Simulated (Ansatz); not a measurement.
Consider the formal exchange of groups at the Al–F bond: `C[S][Al]([F])[F]` + `C/C=C\C[SiH3]` → `C[S][Al]([F])[SiH3]` + `C/C=C/CF`.

Isolated molecules relaxed with PBE0-D4/def2-TZVP in Ansatz; ΔE leaves out vibrations. CCSD(T)/CBS is the MP2 limit (def2-TZVPP, def2-QZVPP) plus CCSD(T) − MP2 in def2-TZVPP, frozen cores. Double bonds are as drawn, so ΔE can hold a change between cis and trans. Functionals use def2-TZVPP. B3LYP here is the variant with VWN-RPA as its local correlation; programs differ in this. Each species was taken in one conformer, which may not be the lowest.

CCSD(T)/CBS gives +2.60 eV.

(1) Another level gave +2.33 eV. Which?
A. PBE0/def2-TZVPP
B. MP2/def2-TZVPP
C. ωB97M-V/def2-TZVPP
D. B3LYP-D4/def2-TZVPP

Largest T1 diagnostic among the species: 0.013.

## Answers

(1) A. PBE0 2.33, B3LYP-D4 2.49, ωB97M-V 2.54, MP2/def2-TZVPP 2.77 eV.

The D4 term adds +0.07 eV with B3LYP and +0.03 eV with PBE0; it sums over pairs of atoms, weighted by their polarisabilities, and B3LYP, whose exchange is more repulsive, gets the larger term. From PBE to PBE0 (25 % exact exchange), in def2-TZVPP and without D4, ΔE moves by +0.08 eV.
